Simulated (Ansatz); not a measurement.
Consider the redistribution: `[NH2][SnH2][F]` + `FC[SiH2][SiH2]F` → `FC[SiH2][SnH2][F]` + `N[SiH2]F`.

Gas-phase electronic energies from Ansatz, PBE0-D4/def2-TZVP geometries. CCSD(T)/CBS adds triple-zeta CCSD(T) − MP2 to the extrapolated MP2 energy (def2 sets, frozen cores). DFT in def2-TZVPP. B3LYP here is the variant with VWN-RPA as its local correlation; programs differ in this. Elements past krypton have def2 core potentials. For Sn outer-core shells are correlated without core-valence functions, which leaves a few kJ/mol of doubt a bond. One conformer a species, not always the lowest.

```
         level  ΔE (kJ/mol)  difference from CCSD(T)/CBS
        PBE-D4        -90.4                          6.5
     r2SCAN-D4        -96.9                          0.0
       PBE0-D4        -95.9                          1.0
       ωB97M-V       -101.5                         -4.6
        B2PLYP        -97.8                         -0.9
          PBE0        -95.8                          1.1
         B3LYP        -97.8                         -0.9
 HF/def2-TZVPP       -102.3                         -5.4
 MP2/CBS(def2)       -102.1                         -5.2
CCSD/CBS(def2)        -98.8                         -1.9
   CCSD(T)/CBS        -96.9                            0
```

Largest T1 diagnostic among the species: 0.013.

From PBE to PBE0 (25 % exact exchange), in def2-TZVPP and without D4, ΔE moves by −5.5 kJ/mol.
